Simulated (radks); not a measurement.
Ir2+, configuration [Xe] 4f14 5d7. Method: Dirac Kohn-Sham, exchange-only LDA, spin-unpolarised, spherical densities, finite nucleus; open shells are shared between the two j in proportion to 2j + 1; Fermi nuclear charge, rms radius 5.4032 fm; computed with a radial shooting solver on a logarithmic mesh with Libxc functionals.

Spin-orbit splittings of the eigenvalues, e(l+1/2) - e(l-1/2), with zeta = 2 splitting/(2l+1) and mean radii in bohr:

| shell | occ. | splitting (eV) | zeta (eV) | <r> j=l-1/2 | <r> j=l+1/2 |
|---|---|---|---|---|---|
| 2p | 6 | 1626 | 1084 | 0.06019 | 0.06850 |
| 3p | 6 | 355.8 | 237.2 | 0.1802 | 0.1955 |
| 3d | 10 | 76.97 | 30.79 | 0.1705 | 0.1752 |
| 4p | 6 | 84.40 | 56.27 | 0.4268 | 0.4608 |
| 4d | 10 | 15.67 | 6.267 | 0.4722 | 0.4835 |
| 4f | 14 | 3.120 | 0.8916 | 0.5318 | 0.5395 |
| 5p | 6 | 13.71 | 9.139 | 1.064 | 1.164 |
| 5d | 7 | 1.310 | 0.5242 | 1.604 | 1.662 |
